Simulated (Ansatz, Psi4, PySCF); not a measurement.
C₃H₆Cl (SMILES C[CH]CCl), doublet, geometry from GFN2-xTB. Base run: BLYP/STO-3G (PySCF).

Geometry (Å):
```xyz
10

C      0.8352    -0.0117    -0.9378
C      2.0847    -0.1776    -0.1695
C     -0.2545     0.7774    -0.4664
H      0.6770    -0.6635    -1.7825
H      2.0852    -1.1375     0.3580
Cl    -1.3501    -0.2834     0.7159
H      2.9485    -0.1891    -0.8352
H      2.2032     0.6122     0.5684
H      0.0237     1.6005     0.1846
H     -0.9778     1.0666    -1.2214
```
Charge 0, spin multiplicity 2.
Orbitals are unrestricted.
All else is at PySCF's defaults.

The same geometry, method and basis name were run in Ansatz (a quantum-chemistry and plane-wave program) and Psi4 and PySCF, at each program's defaults and at the settings that a row names. The base is PySCF at its defaults. Differences at the defaults can come from grids, fitting, cores and function types together.

```json
[
 {"code and settings": "PySCF, defaults (exact integrals, its default grid, spherical functions)", "ΔE vs base (µEh)": "0.0", "basis functions": "30", "E (Eh)": "-571.49650", "SCF cycles": "10", "dipole (D)": "2.58"},
 {"code and settings": "Psi4, defaults (density fitting with its default set, its default grid, spherical functions)", "ΔE vs base (µEh)": "-1778", "basis functions": "30", "E (Eh)": "-571.49827", "SCF cycles": "9", "dipole (D)": "2.58"},
 {"code and settings": "Ansatz, defaults (factorised integrals, its default grid, spherical functions)", "ΔE vs base (µEh)": "-4.5", "basis functions": "30", "E (Eh)": "-571.49650", "SCF cycles": "-", "dipole (D)": "-"},
 {"code and settings": "PySCF, density fitting with def2-universal-jkfit", "ΔE vs base (µEh)": "-1772", "basis functions": "30", "E (Eh)": "-571.49827", "SCF cycles": "10", "dipole (D)": "2.58"},
 {"code and settings": "PySCF, fine grid", "ΔE vs base (µEh)": "-2.6", "basis functions": "30", "E (Eh)": "-571.49650", "SCF cycles": "10", "dipole (D)": "2.58"},
 {"code and settings": "Psi4, exact integrals, spherical functions, fine grid", "ΔE vs base (µEh)": "-2.9", "basis functions": "30", "E (Eh)": "-571.49650", "SCF cycles": "12", "dipole (D)": "2.58"},
 {"code and settings": "Ansatz, high accuracy", "ΔE vs base (µEh)": "-3.0", "basis functions": "30", "E (Eh)": "-571.49650", "SCF cycles": "-", "dipole (D)": "-"}
]
```

Open shells are given as the SCF converged; they aren't shown to be the lowest states, and a large step between rows can be another state.
